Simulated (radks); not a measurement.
All-electron atom: Pm50+ in [Ne] 3s(up 1, down 0) (the NIST ground configuration).

Method: scalar-relativistic Kohn-Sham, PBE, spin-polarised, spherical densities, finite nucleus; Fermi nuclear charge, rms radius 4.962 fm; computed with a radial shooting solver on a logarithmic mesh with Libxc functionals.

Energy parts (eV):
total: -201573.94
kinetic: 218575.61
electron-nucleus: -435923.96
Hartree: 18789.05
exchange-correlation: -3014.64

Orbitals (lengths in bohr, moments of r in powers of bohr; r(90%) holds 90 % of the orbital's charge):
orbital	occ.	eigenvalue (eV)	r(90%)	<r>	<r^2>	<1/r>
1s up	1	-48705.69	0.0418	0.02316	0.0007304	67.46
1s down	1	-48702.48	0.0418	0.02316	0.0007304	67.45
2s up	1	-10785.65	0.150	0.09729	0.01114	15.87
2s down	1	-10781.51	0.150	0.09727	0.01113	15.88
2p up	3	-10042.60	0.138	0.08534	0.008847	14.90
2p down	3	-10038.97	0.138	0.08531	0.008840	14.91
3s up	1	-4446.268	0.337	0.2324	0.06146	6.538
3s down	0	-4426.509	0.336	0.2321	0.06130	6.551

The highest occupied level is 3s up at -4446.3 eV. Summed over all electrons, <r^2> = 0.1383 bohr^2, which gives a Langevin (diamagnetic) susceptibility term of -0.11 x 10^-6 cm^3/mol. The electron density at the nucleus is 5.092e+05 e/bohr^3 (large components only). Spin moment in Bohr magnetons: 1. The density falls to 0.001 e/bohr^3 at r = 0.61 bohr. The spin density at the nucleus is 7577 e/bohr^3 (1s 26, 2s -6, 3s 7557).
